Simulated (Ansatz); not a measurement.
Program: Ansatz. Geometries: PBE0-D4/def2-TZVP. ΔE: electronic, gas phase. CCSD(T)/CBS adds triple-zeta CCSD(T) − MP2 to the extrapolated MP2 energy (def2 sets, frozen cores). Functionals use def2-TZVPP. For Br outer-core shells are correlated without core-valence functions, which leaves a few kJ/mol of doubt a bond. Scalar relativity is left out up to krypton. Each species was taken in one conformer, which may not be the lowest.

`[F][Al]([Br])[Br]` + `NC(=O)[SiH2]Cl` → `[Br][AlH][Br]` + `NC(=O)[SiH](F)Cl`  (redistribution)

```
             level  ΔE (kcal/mol)
            PBE-D4            9.2
           PBE0-D4            9.0
           ωB97X-V            8.7
               PBE            9.2
    MP2/def2-TZVPP            9.9
SCS-MP2/def2-TZVPP            9.5
     HF/def2-QZVPP            8.2
SCS-MP2/def2-QZVPP            9.8
```

(1) What does CCSD(T)/CBS give? (Estimate.)

Largest T1 diagnostic among the species: 0.015.

## Answers

(1) The calculation gave: +9.8 kcal/mol. The listed levels differ from it by -0.6, -0.8, -1.1, -0.6, 0.1, -0.3, -1.6, 0.0 kcal/mol.

In def2-TZVPP, CCSD(T) changes the Hartree–Fock value by +1.4 kcal/mol (the triples alone add +0.1 kcal/mol) and MP2 by +1.9 kcal/mol.
